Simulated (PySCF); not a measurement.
# BiH from Hartree–Fock to correlated methods

State: ³Σ⁻ (triplet), unpaired electrons π ↑↑. Set-up: basis Bi aug-cc-pVDZ-PP with ECP60, H aug-cc-pVDZ; scalar-relativistic core potentials; PySCF 2.14. De refers to Bi + H in their high-spin ground configurations, without counterpoise correction. The functionals are run spin-unrestricted. A positive dipole means Bi(−)H(+).

| Level | Re (Å) | ωe (cm⁻¹) | De (eV) | μ (D) |
| --- | --- | --- | --- | --- |
| UHF | 1.793 | 1842 | 1.26 | -0.65 |
| UHF-MP2 | 1.788 | 1838 | 1.98 | n/a |
| UHF-SCS-MP2 | 1.794 | 1831 | 2.07 | n/a |
| UHF-CCSD | 1.804 | 1751 | 2.16 | n/a |
| UHF-CCSD(T) | 1.806 | 1739 | 2.19 | n/a |
| PBE | 1.823 | 1726 | 2.42 | -0.75 |
| PBEsol | 1.816 | 1746 | 2.55 | -0.67 |
| revPBE | 1.827 | 1713 | 2.34 | -0.79 |
| r²SCAN | 1.807 | 1781 | 2.37 | -0.69 |
| PBE0 | 1.804 | 1797 | 2.32 | -0.69 |
| BHandHLYP | 1.794 | 1836 | 2.37 | -0.70 |
| LC-ωPBE | 1.783 | 1879 | 2.24 | -0.62 |

The bond length runs from 1.783 Å (LC-ωPBE) to 1.827 Å (revPBE). De spans 1.26 eV (UHF, mean field) to 2.55 eV (PBEsol, GGA). Correlation at CCSD(T) changes the Hartree–Fock bond energy by +0.93 eV; the triples alone change it by +0.03 eV.

Correlated steps freeze 4 core orbitals. Correlated levels converge slowly with the basis: in double zeta they bind strong bonds too weakly, by up to about 1 eV, and carry superposition errors of some tenths. These are scalar-relativistic numbers at best; spin–orbit coupling would shift them, the dissociation energy most. The state is the lowest determinant that a PBE0 search found; another state may lie lower at other levels.
